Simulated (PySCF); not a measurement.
## Tc (technetium, neutral) across methods

[Kr] 4d4 5s2 6s1, high-spin 6D determinant (an excited configuration). Calculation: PySCF 2.14, in dyall-av2z; the non-relativistic Hamiltonian (point nucleus).

```
method  E (hartree)  mean ε 5s α (eV)  mean ε 5s β (eV)  mean ε 6s α (eV)  Σ⟨r²⟩ (bohr²)   ⟨S²⟩
PBEsol     -4203.85            -9.421            -8.307            -1.636          136.2  8.753
   LDA     -4201.91            -9.559            -8.506            -1.628          132.5  8.752
   UHF  -4204.40610           -11.629           -10.125            -2.314          145.1  8.759
  PBE0     -4206.13           -10.114            -8.970            -1.886          139.0  8.754
r2SCAN     -4206.45            -9.441            -8.369            -1.625          135.7  8.761
revPBE     -4206.20            -9.321            -8.215            -1.654          138.9  8.754
   PBE     -4206.00            -9.372            -8.254            -1.644          136.9  8.753
  BP86     -4206.87            -9.487            -8.448            -1.691          134.1  8.753
```

A non-relativistic calculation at this Z misses sizeable relativistic shifts. The outer electron is Rydberg-like, and this basis confines it to a smaller radius and binds it less than a complete one would.
